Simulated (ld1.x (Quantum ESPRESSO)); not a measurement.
Reading a pseudo-wave (zirconium)

Columns: radius, all-electron u(r) and pseudo u(r) of the 4s shell (level -68.99 eV) of zirconium in the configuration [Ar] 3d10 4s2 4p6 4d2 5s0 5p0; PBE, scalar-relativistic, RRKJ scheme, ld1.x (Quantum ESPRESSO) 7.5.

```csv
r (bohr),all-electron,pseudo
0.115,-0.3537,-0.1151
0.230,0.2398,-0.2312
0.345,0.5587,-0.3493
0.460,0.3355,-0.4699
0.575,-0.0964,-0.5920
0.690,-0.5058,-0.7121
0.805,-0.8030,-0.8230
0.920,-0.9768,-0.9135
1.035,-1.0468,-0.9711
1.150,-1.0400,-0.9858
1.265,-0.9830,-0.9555
1.380,-0.8969,-0.8874
1.495,-0.7975,-0.7957
1.610,-0.6955,-0.6954
1.725,-0.5974,-0.5974
1.840,-0.5071,-0.5071
1.955,-0.4263,-0.4263
2.070,-0.3555,-0.3555
2.185,-0.2946,-0.2946
2.300,-0.2428,-0.2428
2.415,-0.1991,-0.1991
2.530,-0.1627,-0.1627
2.645,-0.1324,-0.1324
2.760,-0.1075,-0.1075
2.875,-0.0870,-0.0870
2.990,-0.0703,-0.0703
```

Question: How many radial nodes do the two functions have?

Answer: The all-electron 4s function has n − l − 1 = 3 (the table is too coarse to show those close to the nucleus); the pseudo-wave has 0, since the states of the same l below it are removed with the core.

Question: At about which radius was the pseudo-wave matched?

Answer: 1.75 bohr. The columns agree to 0.0005 from 1.61 bohr on; several derivatives are matched, so the curves merge somewhat inside the radius.

Question: Where does each function peak?

Answer: Outermost all-electron maximum near 1.03 bohr, pseudo maximum near 1.15 bohr (to the table’s step).

Question: Is the pseudo-wave norm-conserving?

Answer: Yes: the RRKJ scheme keeps the norm inside the radius equal to the all-electron one, which fixes the energy derivative of the logarithmic derivative at the level.
